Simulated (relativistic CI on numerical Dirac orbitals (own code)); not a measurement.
## Pt3+: 4f photoemission

Computed with this model: Dirac-Coulomb-Breit CI, KLI orbitals optimised for each configuration, model QED (radiative potential, 1s self-energy scaled to tabulated hydrogen-like ionisation energies), multiplet model of photoemission in the sudden approximation, unscaled Slater integrals; configurations [Xe] 4f14 5d7 → [Xe] 4f13 5d7; 80 K; Lorentzian 0.35 eV and Gaussian 0.5 eV FWHM. Energies are those of the free ion, without screening or charge transfer. The energies are binding energies and can lie tens of eV above those of solids. S is read from ⟨S²⟩ = S(S + 1).

Field parameters in Wybourne normalisation: Td as Oh with Dq negative (B⁴₀ = 21Dq, B⁴₄ = √(5/14) B⁴₀). The field is a parameter set, without covalency.

free ion: ground-state S = 1.40, centroid 116.82 eV. Peaks (eV, height): 114.9 (100), 118.6 (57), 119.4 (42).

Td, 10Dq = -19550 cm⁻¹: ground-state S = 1.46, centroid 116.94 eV. Peaks (eV, height): 115.2 (100), 118.7 (57).

Strongest unbroadened transitions for free ion:

```tsv
Energy (eV)	Relative strength
114.53	100.0
114.90	69.7
114.94	87.7
115.01	25.2
115.08	37.0
115.66	45.2
115.72	53.3
115.81	16.4
117.40	13.1
117.97	40.8
118.43	9.5
118.49	15.3
118.58	40.4
118.69	27.7
118.89	27.5
119.27	17.5
119.43	38.6
119.70	41.8
```
